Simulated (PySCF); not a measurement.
# What a mistake does to a calculation on BClH2OSi

All numbers below are calculated, not measured. The program is PySCF 2.14.0, an open-source quantum chemistry code, run on an isolated molecule that a program drew, which may never have been made. The molecule is BClH2OSi (charge 0, singlet), drawn as the SMILES string `O=[SiH]BCl`.

Each row is a Hartree-Fock (HF) and frozen-core CCSD(T) single point in the cc-pV(D+d)Z basis, meant for a local HF minimum. Run 1 is clean. Each other run has one planted mistake out of seven kinds, and not every kind appears here: one electron removed, one electron added, multiplicity raised by two, geometry at a saddle point, minimal basis STO-3G, one bond length entered in bohr, all coordinates scaled. The reference is restricted for singlets and unrestricted otherwise, and also for a bond in bohr. Adding or removing an electron swaps singlet and doublet. Electrons count all cores. HOMO and LUMO are orbital energies over both spins, the gradient is its largest component, and the lowest frequency (negative if imaginary) is given only where the gradient is small. Bond lengths are over the 5 bonds as drawn. T1 is the CCSD diagnostic: over 0.02 (restricted) or 0.045 (unrestricted) a single reference is doubtful.

Geometry of the clean run:
```xyz
6
BClH2OSi, angstrom
O    -2.0531   -0.2422    2.0207
Si   -0.6888   -0.5411    1.4721
B    -0.3233   -0.9499   -0.4973
Cl    1.3287   -1.2791   -0.9842
H     0.5346   -0.5709    2.3023
H    -1.1700   -0.9769   -1.3319
```

```
run,electrons,basis functions,<S^2>,HOMO (eV),LUMO (eV),gradient (hartree/bohr),lowest frequency (cm^-1),mean bond (Å),longest bond (Å),T1,HF (hartree),CCSD(T) (hartree),mistake
1,46,84,0.000,-11.20,-0.17,1.1e-05,26,1.5933,2.044,0.0222,-849.16426,-849.71225,no fault
2,46,84,0.000,-11.15,0.09,1.3e-01,-,1.5024,1.928,0.0194,-849.13798,-849.67721,all coordinates scaled
3,45,84,0.764,-17.00,-6.39,1.3e-01,-,1.5933,2.044,0.0514,-848.84422,-849.34732,one electron removed
4,47,84,0.764,-1.62,6.71,7.0e-02,-,1.5933,2.044,0.0183,-849.19609,-849.75083,one electron added
5,46,84,2.018,-7.48,-0.32,1.6e-01,-,1.5933,2.044,0.0621,-849.09475,-849.61390,?
```

**Which mistake was planted in run 5, and what did it cost?**

Electrons, basis and geometry are unchanged, and <S^2> is 2.018, beside S(S+1) = 2.00 for a multiplicity of 3. So the mistake is: multiplicity raised by two. Subtracting run 1 and multiplying by 627.51 kcal/mol a hartree, the energy moved by 43.6 kcal/mol in HF and 61.7 kcal/mol in CCSD(T).

Cautions from the logs. Run 1: T1 is over the limit, so its CCSD(T) energy is less reliable; run 3: T1 is over the limit, so its CCSD(T) energy is less reliable; run 5: T1 is over the limit, so its CCSD(T) energy is less reliable.
